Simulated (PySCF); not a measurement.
A side-by-side comparison of computed properties.

First species: C₅H₁₃ClSi₂.
SMILES: `CC[C@@H]1[SiH2]C[Si@@H]1CCl`

Second species: C5H12FNSi2.
InChI=1S/C5H12FNSi2/c1-8-3-5(2-6)9-4-7/h5H,2-3,8-9H2,1H3/t5-/m1/s1

Levels: PBE0/pcSseg-1 for dipole moment, HOMO energy, LUMO energy and HOMO–LUMO gap; GFN2-xTB for rotational constant A and rotational constant C. Geometries: GFN2-xTB. All species are isolated and taken at one optimised geometry, non-relativistic unless stated. Electronic properties by PySCF.

The conformers computed, where there is a choice (atom-mapped SMILES and torsion angles):
- `[CH3:1][CH2:2][C@@H:3]1[SiH2:4][CH2:5][Si@@H:6]1[CH2:7][Cl:8]`: C1–C2–C3–Si4 -68°, C5–Si6–C7–Cl8 -171°
- `[CH3:1][SiH2:2][CH2:3][C@@H:4]([CH2:5][F:6])[SiH2:7][C:8]#[N:9]`: C1–Si2–C3–C4 169°, Si2–C3–C4–C5 64°, C3–C4–C5–F6 172°, C3–C4–Si7–C8 55°

Which of the two has the higher HOMO energy, and by how much?

The first: -7.55 eV against -8.32 eV, a difference of 0.77 eV.

Which of the two has the higher LUMO energy, and by how much?

The first: -0.05 eV against -0.41 eV, a difference of 0.36 eV.

Which has the higher HOMO–LUMO gap?

The second: 7.91 eV against 7.50 eV, a difference of 0.41 eV.

Which has the higher rotational constant A?

The first: 1.484 GHz against 1.171 GHz, a difference of 0.313 GHz.

Which of the two has the higher dipole moment, and by how much?

The second: 3.45 D against 1.69 D, a difference of 1.76 D.

Which has the higher rotational constant C?

The first: 0.582 GHz against 0.457 GHz, a difference of 0.125 GHz.

On the first: The dipole equals about 5.6 × 10⁻³⁰ C·m (1 D = 3.33564 × 10⁻³⁰ C·m). A dipole of 1.69 D is allowed in C1, and pure rotational transitions are dipole-allowed.

On the second: The dipole matches unit charges of opposite sign 0.72 Å apart (1 e·Å = 4.8032 D).
